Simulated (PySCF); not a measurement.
Be(SMe)(GeH3) (CH6BeGeS), SMILES [GeH3][Be][S]C. Atoms are numbered in the order given.

```xyz
10

Be     0.1607    -0.0572    -0.4702
S     -0.2288    -0.5690    -2.2622
C     -1.9977    -1.1034    -2.1210
H     -2.1027    -1.9615    -1.4442
H     -2.3101    -1.4080    -3.1285
H     -2.6397    -0.2778    -1.7869
Ge     0.6194     0.5453     1.5848
H      0.8657    -0.6515     2.5362
H      1.8874     1.4301     1.6795
H     -0.5189     1.3732     2.2328
```
Charge 0, spin multiplicity 1.

The structure is a stationary point at B3LYP-D3(BJ)/def2-SVP. The structure was generated by enumeration; whether it is a known compound was not checked. The values are those of a single conformer.

These are PySCF with PBE/pcSseg-1 values and carry that method's errors.

GIAO shieldings, no solvent; atoms alike by connectivity are averaged. δ = σ(ref) − σ: ³³S against H2S (σ = 706.5 ppm); ¹³C against TMS (σ = 182.0 ppm); ¹H against TMS (σ = 31.49 ppm); ⁷³Ge against GeH4 (σ = 1614.4 ppm), references at their B3LYP-D3(BJ)/def2-TZVP geometries, non-relativistic.

Computed chemical shifts:
```tsv
nucleus	atoms	count	δ (ppm)
³³S	S2	1	155.4
¹³C	C3	1	11.4
¹H	H8, H9, H10	3	3.33
¹H	H4, H5, H6	3	2.54
⁷³Ge	Ge7	1	-116.3
```
